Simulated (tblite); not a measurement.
A tight-binding relaxation on `[CH3][GeH2][SiH2]C[SiH3]`.

Computed with GFN2-xTB geometry optimisation, gas phase (tblite 0.8.0). Start geometry: from a force field or distance geometry. The input is one job of a driver script: a line of settings, then coordinates in Å.

Command:
```bash
OMP_NUM_THREADS=1 python probes_run.py task.json out
```

Input:
```
{"job": {"kind": "relax", "xc": "GFN2-xTB", "basis": "xTB"}, "charge": 0, "multiplicity": 1}
C      2.271800     0.488000     0.834300
Ge     1.427000     0.615900    -0.927200
Si    -0.162000    -1.050400    -1.098700
C     -1.265000    -1.047400     0.405400
Si    -2.233800     0.537300     0.526600
H      2.724300    -0.509300     0.951600
H      1.491800     0.637900     1.615000
H      3.046000     1.281700     0.935100
H      0.761900     1.995000    -1.067000
H      2.499300     0.426200    -2.017300
H      0.499600    -2.350700    -1.210200
H     -0.988900    -0.822900    -2.303700
H     -1.976400    -1.905600     0.358800
H     -0.632000    -1.167800     1.318800
H     -3.131300     0.495400     1.686100
H     -3.032700     0.713800    -0.691800
H     -1.306400     1.674900     0.674500
```

Output:
```
step      E/eV     max force
  0    -428.87403    1.372
  1    -428.94770    0.462
  2    -428.97454    0.425
  3    -428.99648    0.488
  4    -429.01835    0.328
  5    -429.02904    0.229
  6    -429.03749    0.337
  7    -429.04663    0.345
  8    -429.05379    0.202
  9    -429.05804    0.148
... (48 lines left out)
 58    -429.08227    0.025
 59    -429.08232    0.022
 60    -429.08236    0.020
 61    -429.08238    0.013
 62    -429.08240    0.011
 63    -429.08243    0.017
 64    -429.08247    0.021
 65    -429.08251    0.022
 66    -429.08255    0.014
 67    -429.08256    0.010
```

«max force» is the largest atomic force in eV/Å.

From which step on does the largest force stay under 0.1 eV/Å, and how much energy is left to gain from there?

From step 13 (0.099 eV/Å), 16.9 meV above the end.

Main results: energy lowered by 4.8 kcal/mol over 67 steps; largest atomic force 0.010 eV/Å at the end.

Give the final coordinates.

0.150 Å rms from the input after alignment:
```
atom  x, y, z in Å
C1     2.3545    0.5824    0.8424
Ge2    1.4667    0.5493   -0.9229
Si3   -0.1878   -1.0933   -1.1528
C4    -1.3607   -1.0731    0.3442
Si5   -2.3281    0.5429    0.5911
H6     2.8313   -0.3735    1.0482
H7     1.6326    0.7717    1.6337
H8     3.1177    1.3547    0.8928
H9     0.9971    1.9632   -1.1909
H10    2.5790    0.4069   -1.9420
H11    0.4427   -2.4200   -1.2487
H12   -0.9694   -0.8996   -2.3798
H13   -2.0675   -1.8972    0.2501
H14   -0.7817   -1.2752    1.2467
H15   -3.1683    0.4266    1.7884
H16   -3.1759    0.7905   -0.5768
H17   -1.3892    1.6557    0.7666
```

How long does this job take on Intel Xeon at 2.70 GHz, one thread, shared host?

About 1.3 s.
Labels such as C1 count atoms from 1, the log's own numbers from 0.
